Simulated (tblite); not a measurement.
C3F7 (doublet state).
Structure used (GFN2-xTB), in Å, numbered top down from 1:
```
atom  x, y, z in Å
F1     1.799    0.760    1.086
C2     1.303    0.723   -0.141
F3     0.972    1.932   -0.567
C4     0.341   -0.393   -0.452
F5     0.883   -1.582   -0.128
F6     0.063   -0.419   -1.768
C7    -1.035   -0.281    0.316
F8    -1.648    0.855    0.004
F9    -0.836   -0.300    1.629
F10   -1.833   -1.289   -0.002
```

The geometry is computed with GFN2-xTB (gas phase). This method treats the open shell by occupation alone, without spin polarisation.

Take the most abundant isotopes and a rigid rotor. The values belong to one conformer with, in the numbering `[F:1][C:2]([F:3])[C:4]([F:5])([F:6])[C:7]([F:8])([F:9])[F:10]`, F1–C2–C4–F5 -53°.

Problem. Give the principal moments of inertia and the rotational constants in GHz.

Solution. Ia = 286.83, Ib = 436.55, Ic = 454.78 u·Å²; 505379 MHz·u·Å²/I gives 1762, 1158 and 1111 MHz, that is A = 1.7619, B = 1.1577, C = 1.1113 GHz.

Problem. Classify the top.

Solution. An asymmetric top: κ = (2 × 1158 − 1762 − 1111)/(1762 − 1111) = -0.86.

Problem. Is it planar, by Δ = Ic − Ia − Ib?

Solution. Not planar: Δ = Ic − Ia − Ib = -268.61 u·Å². For a rigid frame Δ = −2 Σ m c², so Σ m c² = 134.30 u·Å² lies off the ab plane. The atom farthest from that plane is 1.09 Å away.

Problem. Where do the levels up to J = 3 lie, in MHz?

Solution. Above 0(0,0):
J = 1: 1(0,1) 2269, 1(1,1) 2873, 1(1,0) 2920
J = 2: 2(0,2) 6804, 2(1,2) 7365, 2(1,1) 7504, 2(2,1) 9317, 2(2,0) 9319
J = 3: 3(0,3) 13601, 3(1,3) 14100, 3(1,2) 14379, 3(2,2) 16123, 3(2,1) 16136, 3(3,1) 19262, 3(3,0) 19262

Problem. Estimate the classical rotational partition function at 50 K, 100 K and 200 K.

Solution. Point group Cs, symmetry number σ = 1; q = (√π/σ)·√((kT/h)³/(ABC)), k/h = 20836.6 MHz/K: 39600 at 50 K, 112000 at 100 K, 317000 at 200 K.

For this open shell read J as N, the rotation without spin; fine and hyperfine splittings come on top. Its GFN2-xTB frequencies are all real (lowest 21 cm⁻¹). No vibrational averaging or centrifugal distortion is included, and the geometry carries the error of its method.

The run took 0.23 s of wall time on one thread of an Arm Neoverse N1, shared host. These figures are those of the optimisation.
